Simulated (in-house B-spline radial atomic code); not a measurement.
# Binding energies in As⁺

NIST's tabulated ground configuration is [Ar] 3d10 4s2 4p2; each binding energy is the energy of the ion with one electron taken from that subshell, relaxed, less that of the parent. Level of theory: Dirac-Kohn-Sham LDA VWN5, spherical fractional occupations, Fermi nucleus of rms radius 4.0968 fm; calculated with a B-spline radial code for spherical atoms. Energies include first-order Breit, QED and recoil terms.

| subshell | X-ray name | binding energy (eV) | -ε (eV) | relaxation (eV) |
| --- | --- | --- | --- | --- |
| 1s | K | 11886.9 | 11704.8 | -203.6 |
| 2s | L1 | 1523.8 | 1493.5 | -32.4 |
| 2p1/2 | L2 | 1374.8 | 1336.8 | -39.9 |
| 2p3/2 | L3 | 1337.8 | 1300.3 | -38.8 |
| 3s | M1 | 211.2 | 199.2 | -12.2 |
| 3p1/2 | M2 | 158.5 | 146.6 | -12.1 |
| 3p3/2 | M3 | 153.4 | 141.5 | -11.9 |
| 3d3/2 | M4 | 62.52 | 51.11 | -11.40 |
| 3d5/2 | M5 | 61.78 | 50.38 | -11.36 |
| 4s | N1 | 29.03 | 23.60 | -5.45 |
| 4p | N2,3 | 18.16 | 13.54 | -4.62 |

Relaxation = -ε minus the binding energy without Breit, QED and recoil terms. With a density functional, K lines can miss by some tenths of a per cent, more in light atoms. For a density functional the relaxation so defined is negative, because -ε of a Kohn-Sham level is smaller than the binding energy.

Emission lines follow as differences of binding energies, with λ = 12398.42 eV·Å / E:

```
 line          holes  energy (eV)  wavelength (Å)
 K-L3     1s → 2p3/2      10549.1          1.1753
 K-L2     1s → 2p1/2      10512.1          1.1794
 K-M3     1s → 3p3/2      11733.5          1.0567
L3-M5  2p3/2 → 3d5/2       1276.0          9.7165
L2-M4  2p1/2 → 3d3/2       1312.3           9.448
L1-M3     2s → 3p3/2       1370.4          9.0473
L3-M1     2p3/2 → 3s       1126.6          11.005
```

(1) What screening constant σ does Moseley's law, E = (3/4)·13.6057 eV·(Z - σ)², need for K-L3?

(2) What does it cost to remove two 2s electrons?

(3) What does it cost to remove two 2p3/2 electrons?

(4) What does it cost to remove both a 1s and a 3s electron?

Answers

(1) σ = 0.85.

(2) 3114.8 eV, which is 67.14 eV more than the two single binding energies together.

(3) 2756.3 eV, which is 80.62 eV more than the two single binding energies together.

(4) 12131 eV, which is 33 eV more than the two single binding energies together.
